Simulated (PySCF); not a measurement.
C2H6BO2, SMILES CO[B]OC, multiplicity 2. Atoms are numbered in the order given.

```xyz
11

C      1.9487     0.5310     0.3502
O      1.3198    -0.6478    -0.1390
B     -0.0115    -0.7485    -0.2867
O     -0.8713     0.2504     0.0229
C     -2.2744     0.1428    -0.1181
H      1.2145     1.2229     0.7902
H      2.6887     0.2438     1.1122
H      2.4723     1.0363    -0.4768
H     -2.7515     0.2967     0.8627
H     -2.6314     0.9236    -0.8081
H     -2.5679    -0.8442    -0.5095
```
Charge 0, spin multiplicity 2.

Coordinates come from a ωB97X-D3(BJ)/def2-SVP optimisation. The isomer is the one that the SMILES or the coordinates give; other isomers of the formula were not compared. One conformer was computed; it need not be the lowest.

Two levels are set side by side: PBE/pcH-1 (PySCF) and PBE0/pcH-1 (PySCF). Contact hyperfine couplings, same geometry. Differences are taken from unrounded values.

```json
[
 {"quantity": "A(iso) of 13C, atom C1 (MHz)", "PBE0": "28.0", "PBE": "29.5", "PBE minus PBE0": "1.5"},
 {"quantity": "A(iso) of 17O, atom O2 (MHz)", "PBE0": "-153.6", "PBE": "-166.7", "PBE minus PBE0": "-13.1"},
 {"quantity": "A(iso) of 11B, atom B3 (MHz)", "PBE0": "619.6", "PBE": "610.2", "PBE minus PBE0": "-9.4"},
 {"quantity": "A(iso) of 17O, atom O4 (MHz)", "PBE0": "-21.5", "PBE": "-20.1", "PBE minus PBE0": "1.4"},
 {"quantity": "A(iso) of 13C, atom C5 (MHz)", "PBE0": "24.7", "PBE": "27.5", "PBE minus PBE0": "2.8"},
 {"quantity": "A(iso) of 1H, atom H6 (MHz)", "PBE0": "-2.9", "PBE": "-2.6", "PBE minus PBE0": "0.3"},
 {"quantity": "A(iso) of 1H, atom H7 (MHz)", "PBE0": "-4.1", "PBE": "-4.4", "PBE minus PBE0": "-0.3"},
 {"quantity": "A(iso) of 1H, atom H8 (MHz)", "PBE0": "-5.0", "PBE": "-5.4", "PBE minus PBE0": "-0.4"},
 {"quantity": "A(iso) of 1H, atom H9 (MHz)", "PBE0": "-2.1", "PBE": "-2.3", "PBE minus PBE0": "-0.2"},
 {"quantity": "A(iso) of 1H, atom H10 (MHz)", "PBE0": "-2.0", "PBE": "-2.3", "PBE minus PBE0": "-0.3"},
 {"quantity": "A(iso) of 1H, atom H11 (MHz)", "PBE0": "-2.4", "PBE": "-1.4", "PBE minus PBE0": "0.9"}
]
```

Rough cost on one machine, each run with all the roots and properties that it gave: PBE0 against PBE within a factor of 2.
